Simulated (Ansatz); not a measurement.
## Energy profile

The step: BHCl₂ ([Cl][BH][Cl]) + H₂O → BHCl₂O ([OH][B]([Cl])[Cl]) + H₂; bonds formed: H2–H5; dative contacts that become bonds: B1–O6; bonds broken: B1–H2, H5–O6 (atoms numbered as in the saddle structure below).

B1  (-0.411, -0.087, -0.148)
H2  (-0.009, -1.245, 0.414)
Cl3  (-0.103, -0.216, -1.910)
Cl4  (-2.069, 0.232, 0.404)
H5  (0.633, -0.493, 0.723)
O6  (0.645, 0.759, 0.575)
H7  (1.313, 1.050, -0.058)
(Å)

Electronic energies by CCSD(T) at an estimated basis limit (MP2 extrapolated from triple and quadruple zeta, plus CCSD(T) − MP2 in triple zeta), on PBE0-D4/def2-TZVP structures; BH$_{3}$Cl$_{2}$O, singlet; no counterpoise correction. Program: Ansatz 0.2.0. Basis: def2-TZVPP and def2-QZVPP. Cores are frozen in the correlated methods. Extrapolation: Hartree–Fock as exp(−7.88 √X), correlation as X^−2.97.

Give the profile in kJ/mol, counted from the separated reactants. (An estimate is asked for; the value comes from the calculation.)

By the calculation:
| point | kJ/mol |
| --- | --- |
| separated: BHCl$_{2}$ (linked as [Cl][BH][Cl]; B1, H2, Cl3, Cl4; singlet) + H$_{2}$O (H5, O6, H7; singlet) | 0.0 |
| start structure | -43.6 |
| saddle | 90.6 |
| end structure | -108.0 |
| separated: BHCl$_{2}$O (linked as [OH][B]([Cl])[Cl]; B1, Cl3, Cl4, O6, H7; singlet) + H$_{2}$ (H2, H5; singlet) | -105.0 |

No T1 diagnostic of these runs exceeds 0.012.

The step is the kind of ligand exchange by which a precursor binds to a hydroxyl group, or is hydrolysed, in atomic layer deposition of oxides.

For scale, one of the runs: CCSD(T)/def2-TZVPP, 188 basis functions, launched by `ansatz run in.yaml --threads 2 --pin off --events-out ev --progress --plain --max-ram 4352MiB`. Time: 51 s of wall clock on 2 CPU threads of an Arm Neoverse V2; the host was shared. Peak host memory: 1.9 GiB.
